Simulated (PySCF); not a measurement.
ClH₃InNO, SMILES [NH2][In]([Cl])[OH]. Coordinates come from a PBE-D3(BJ)/def2-SVP optimisation. The def2 effective core potentials stand for the cores of In; spin–orbit coupling is left out. One conformer was computed; it need not be the lowest.

Computed equilibrium geometry at PBE-D3(BJ)/def2-SVP (PySCF confirms it by a frequency run) as bond lengths and angles (one conformer of several):
Atoms: In1 Cl2 O3 H4 N5 H6 H7. Bonded distances (Å): In1–Cl2 2.375, In1–O3 2.015, In1–N5 2.052, O3–H4 0.978, N5–H6 1.030, N5–H7 1.029. Bond angles (°): Cl2–In1–O3 116.1, Cl2–In1–N5 120.1, O3–In1–N5 123.2, In1–O3–H4 108.3, In1–N5–H6 111.1, In1–N5–H7 110.7, H6–N5–H7 107.0.
